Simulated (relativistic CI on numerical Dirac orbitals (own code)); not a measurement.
Crystal-field levels of Ti²⁺, 3d2

Calculated by Dirac-Coulomb-Breit CI, orbitals from a KLI potential per configuration, model QED, valence Slater integrals scaled by 0.7, one configuration in a parametric crystal field (own radial code).

Field parameters in Wybourne normalisation: Td as Oh with Dq negative (B⁴₀ = 21Dq, B⁴₄ = √(5/14) B⁴₀). The field is a parameter set, without covalency.

S is read from ⟨S²⟩ = S(S + 1).

Site symmetry Td; labels are those of the double group. Computed levels in cm⁻¹ above the lowest, in rising order:

```csv
Δ (size of 10Dq),Lowest,No. 2,No. 3,No. 4,No. 5,No. 6,No. 7,No. 8
1450,T2,1415 A2,1443 T2,1460 E,1484 T1,2518 T2,2535 E,2672 T1
2600,T2,2559 A2,2584 T2,2616 E,2631 T1,4481 T2,4488 E,4632 T1
3750,T2,3706 A2,3731 T2,3767 E,3779 T1,6382 T2,6383 E,6527 T1
4900,T2,4854 A2,4879 T2,4918 E,4929 T1,8196 E,8205 T2,8342 T1
6050,T2,6003 A2,6028 T2,6067 E,6078 T1,9186 E,9942 T2,9962 E
7200,T2,7153 A2,7177 T2,7214 E,7228 T1,9251 E,11594 T2,11602 E
8400,T2,8352 A2,8376 T2,8403 E,8428 T1,9305 E,13230 T2,13235 E
9550,T2,9257 E,9502 A2,9526 T2,9577 T1,9631 E,14724 T2,14728 E
10700,T2,9325 E,10652 A2,10676 T2,10727 T1,10737 E,16157 T2,16159 E
11850,T2,9350 E,11802 A2,11825 T2,11877 T1,11881 E,16552 A1,17538 T2
13000,T2,9368 E,12951 A2,12975 T2,13027 T1,13029 E,16729 A1,18880 T2
14150,T2,9383 E,14101 A2,14125 T2,14177 T1,14178 E,16881 A1,20189 T2
```

Ground-state S against |10Dq| in cm⁻¹: 1450: 1.00, 2600: 1.00, 3750: 1.00, 4900: 1.00, 6050: 1.00, 7200: 1.00, 8400: 1.00, 9550: 1.00, 10700: 1.00, 11850: 1.00, 13000: 1.00, 14150: 1.00.

No abrupt spin change occurs in this range.
